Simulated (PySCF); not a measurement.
Assignment exercise: C11

Atoms are numbered as in `[C:1]=[C:2]=[C:3]=[C:4]=[C:5]=[C:6]=[C:7]=[C:8]=[C:9]=[C:10]=[C:11]`.

One averaged value for each set of equivalent atoms, in vacuum, one conformer, non-relativistic. GIAO PBE0/pcSseg-1 shieldings; coordinates at the PBE0-D3(BJ)/def2-SVP level; PySCF 2.14.

Chemical shifts δ = σref − σ; ¹³C (184.41 ppm) vs TMS, all at this level.

Problem. Assign these signals to the numbered atoms. ¹³C{¹H} NMR (computed): δ 392.3 (C), 95.5 (C), 88.7 (C), 68.5 (C), 56.6 (C), 50.7 (C).

Solution. 
| δ (ppm) | atoms | environment | reason |
| --- | --- | --- | --- |
| 392.3 | C1/C11 | carbon bonded to C | – |
| 95.5 | C2/C10 | central carbon of an allene | – |
| 88.7 | C5/C7 | central carbon of an allene | – |
| 68.5 | C3/C9 | central carbon of an allene | – |
| 56.6 | C6 | central carbon of an allene | – |
| 50.7 | C4/C8 | central carbon of an allene | – |

Shifts are as computed. Against solution values, carbons near 30 ppm lie about +2 ppm off and those near 130 ppm about +5 ppm. Of 1211 compounds with measured shifts, 218 miss one by over three times the rms of a fit or turn the order of signals round; such compounds aren't used in these exercises.
